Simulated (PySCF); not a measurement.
## What binds ZrH: the parts of the energy along the bond

State: quartet, unpaired electrons σ ↑, π ↑, δ ↑. ROHF-based CCSD(T) in PySCF 2.14 with Zr cc-pVTZ-PP with ECP28, H cc-pVTZ and Zr cc-pVQZ-PP with ECP28, H cc-pVQZ (frozen core orbitals: 4; scalar-relativistic core potentials). Correlation energies are extrapolated as n⁻³ (n = 3, 4), Hartree–Fock as (n+1)·exp(−9√n). CV is the change on freezing 0 orbitals instead, in Zr cc-pwCVTZ-PP with ECP28, H cc-pVTZ. All energies in eV from Zr (4d2 5s2) + H.

| R (Å) | HF/CBS | CCSD corr. | (T) | CV | total |
| --- | --- | --- | --- | --- | --- |
| 1.6483 | -1.657 | -0.430 | 0.0192 | -0.0633 | -2.131 |
| 1.7232 | -1.883 | -0.405 | 0.0209 | -0.0380 | -2.305 |
| 1.7981 | -2.019 | -0.383 | 0.0222 | -0.0159 | -2.395 |
| 1.8731 | -2.084 | -0.363 | 0.0234 | 0.0035 | -2.421 |
| 1.9480 | -2.094 | -0.346 | 0.0243 | 0.0202 | -2.395 |
| 2.0416 | -2.045 | -0.328 | 0.0250 | 0.0380 | -2.311 |
| 2.1353 | -1.947 | -0.315 | 0.0252 | 0.0527 | -2.184 |

A fit to the total gives Re = 1.8697 Å, De = 2.421 eV, ωe = 1571.1 cm⁻¹, Be = 4.838 cm⁻¹ (masses 89.9047 and 1.0078 u).

Question: At R = 1.8731 Å the CCSD correlation energy is -0.070810 hartree in the smaller basis and -0.073578 in the larger. Extrapolate it.

Answer: (4³·E4 − 3³·E3)/(4³ − 3³) = -0.07560 hartree; the larger basis holds 97.3 % of it.

The T1 diagnostic is 0.038, large enough to doubt a single reference. The state was picked by a PBE0 search and need not be the measured ground state. Spin–orbit coupling, excitations beyond (T) and corrections to the Born–Oppenheimer picture are left out.
